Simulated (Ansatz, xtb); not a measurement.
## Ranking isomers of C4H5F2NS

4 gas-phase structures of C4H5F2NS, from a drawn sample of its isomers (lower ones may exist). Each was relaxed with GFN2-xTB; where two conformers were screened, the lower at r2SCAN-D4/def2-SVP is listed:

A. `C=CC(F)(F)C(N)=S`, a singlet
B. `N#CCCSC(F)F`, a singlet
C. `C[C@](F)(C#N)SCF`, a singlet
D. `CCSC(F)(F)C#N`, a singlet

Task: Estimate their order in r2SCAN-D4/def2-SVP energy at these geometries, lowest first.

Result: Calculated order at r2SCAN-D4/def2-SVP: A (0.0), B (6.4), D (14.6), C (17.4) kcal/mol. CCSD(T)/def2-SVP + ΔMP2/def2-TZVPP after further relaxation puts B lowest instead.

Energies above the lowest of each column, in kcal/mol; the last columns are at PBE-D3(BJ)/def2-SVP geometries (a dash: not run or not comparable):

```json
{"structure": "A", "GFN2-xTB": "0.0", "HF/STO-3G": "53.4", "r2SCAN-D4/def2-SVP": "0.0", "PBE-D3(BJ)/def2-SVP": "0.0", "CCSD(T)/def2-SVP + ΔMP2/def2-TZVPP": "3.4"}
{"structure": "B", "GFN2-xTB": "3.2", "HF/STO-3G": "0.0", "r2SCAN-D4/def2-SVP": "6.4", "PBE-D3(BJ)/def2-SVP": "6.2", "CCSD(T)/def2-SVP + ΔMP2/def2-TZVPP": "0.0"}
{"structure": "D", "GFN2-xTB": "12.7", "HF/STO-3G": "3.7", "r2SCAN-D4/def2-SVP": "14.6", "PBE-D3(BJ)/def2-SVP": "13.6", "CCSD(T)/def2-SVP + ΔMP2/def2-TZVPP": "9.4"}
{"structure": "C", "GFN2-xTB": "10.0", "HF/STO-3G": "8.8", "r2SCAN-D4/def2-SVP": "17.4", "PBE-D3(BJ)/def2-SVP": "16.7", "CCSD(T)/def2-SVP + ΔMP2/def2-TZVPP": "–"}
```

CCSD(T)/def2-SVP + ΔMP2/def2-TZVPP puts B lowest of those it was run on; GFN2-xTB picks A, r2SCAN-D4/def2-SVP picks A, PBE-D3(BJ)/def2-SVP picks A. CCSD(T)/def2-SVP + ΔMP2/def2-TZVPP orders those it was run on as B (0.0), A (3.4), D (9.4) kcal/mol. Flexible structures stand in one conformer each, not always the lowest. Frequencies (GFN2-xTB) were run for A, B, D alone. ΔMP2 is the change of the MP2 energy from the smaller to the larger basis.

Over these structures GFN2-xTB departs from r2SCAN-D4/def2-SVP by 2.2 kcal/mol on average once a common shift is removed. A GFN2-xTB relaxation took about 0.13 s and the r2SCAN-D4/def2-SVP energy about 1.9 s on a shared host (Ansatz 0.2.0, xtb 6.7.1).
